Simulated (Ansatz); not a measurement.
Program: Ansatz 0.2.0.

A structure relaxed at PBE0-D4/def2-TZVP, charge 0, multiplicity 1:

```xyz
14

O    -0.9340    0.4383   -1.7200
B    -0.9142    0.0472   -0.3553
O    -0.6229   -1.3632   -0.2448
O    -1.9405    0.5575    0.5121
N     0.4863    0.7475    0.3422
Si    1.7537   -0.5361    0.3496
H    -1.3717    1.2835   -1.8265
H    -1.0638   -1.7303    0.5226
H    -2.8117    0.3310    0.1829
H     0.7644    1.5676   -0.1872
H     0.2435    1.0609    1.2783
H     1.4846   -1.4939    1.4398
H     3.0102    0.1884    0.7069
H     1.9161   -1.0984   -1.0003
```

(1) Give its formula and SMILES.

(2) Point group (tolerance 0.08 Å, 0.16 Å for H)?

(3) Summarise the bond lengths by kind.

Answers

(1) BH8NO3Si, `O[B-](O)(O)[NH2+][SiH3]`.

(2) C1.

(3) 3 × B–O 1.420 to 1.444 Å; 3 × H–O 0.958 to 0.959 Å; 1 × B–N 1.714 Å; 1 × N–Si 1.804 Å; 2 × H–N 1.015 to 1.017 Å; 3 × H–Si 1.471 to 1.494 Å.
